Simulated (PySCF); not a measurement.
Several orderings of computed values.

All species are isolated and taken at one optimised geometry, non-relativistic unless stated; the electronic structure was computed with PySCF and density fitting.

Dipoles, sizes and rotational constants follow the conformer. The torsions of the flexible species, by atom-mapped SMILES:
- `[CH2:1][c:2]1[cH:3][cH:4][c:5]([CH:6]=[O:7])[s:8]1`: C4–C5–C6–O7 180°
- `[CH2:1]=[CH:2][c:3]1[cH:4][s:5][c:6]([O-:7])[cH:8]1`: C1–C2–C3–C4 180°
- `[CH3:1][C:2]([CH3:3])[O:4][SiH:5]([NH2:6])[NH2:7]`: C1–C2–O4–Si5 7°, C2–O4–Si5–N6 -57°, H–N6–Si5–O4 -53°, H–N6–Si5–O4 172°, H–N7–Si5–O4 -178°, H–N7–Si5–O4 47°
- `[CH2:1]=[C:2]1[CH2:3][C:4]([NH:5][SiH3:6])[CH2:7]1`: C3–C4–N5–Si6 -9°
- `[CH2:1]=[C:2]1[CH2:3][CH:4]([N:5][SiH3:6])[CH2:7]1`: C3–C4–N5–Si6 -51°
- `[CH3:1][CH:2]([CH3:3])[O:4][Si:5]([NH2:6])[NH2:7]`: C1–C2–O4–Si5 -171°, C2–O4–Si5–N6 44°, H–N6–Si5–O4 -178°, H–N6–Si5–O4 50°, H–N7–Si5–O4 161°, H–N7–Si5–O4 27°
- `[CH3:1][CH:2]([CH3:3])[O:4][Si@H:5]([NH:6])[NH2:7]`: C1–C2–O4–Si5 -163°, C2–O4–Si5–N6 -59°, H–N6–Si5–O4 166°, H–N7–Si5–O4 33°, H–N7–Si5–O4 168°
- `[NH2:1][SiH2:2][SiH2:3]`: H–N1–Si2–Si3 50°, H–N1–Si2–Si3 -174°

Task: Rank by smallest rotational constant, lowest first (GFN2-xTB).
A. `[CH2]c1ccc(C=O)s1` [radical]
B. `C=Cc1csc([O-])c1`
C. `N#C[C@H]1[CH]S[SiH2]S1` [radical]
D. `[SiH3][N-][SiH3]`

Result: B (0.929 GHz), A (0.998 GHz), C (1.200 GHz), D (2.914 GHz).

Task: By how much do the two ends of that ranking differ?

Result: By 1.985 GHz, between `[SiH3][N-][SiH3]` and `C=Cc1csc([O-])c1`.

Task: Rank by isotropic g value, lowest first (unrestricted B3LYP/pcH-1, mean-field spin–orbit at GFN2-xTB geometries).
A. `CC(C)O[Si](N)N` [radical]
B. `C=C1CC([N][SiH3])C1` [radical]
C. `CC(C)O[Si@H]([NH])N` [radical]
D. `C[C](C)O[SiH](N)N` [radical]
E. `C=C1C[C](N[SiH3])C1` [radical]
F. `N[SiH2][SiH2]` [radical]

Result: A (2.00192), E (2.00281), D (2.00294), F (2.00435), C (2.00564), B (2.00646).

Task: By how much do the two ends of that ranking differ?

Result: By 0.00454, between `C=C1CC([N][SiH3])C1` [doublet state] and `CC(C)O[Si](N)N` [doublet state].
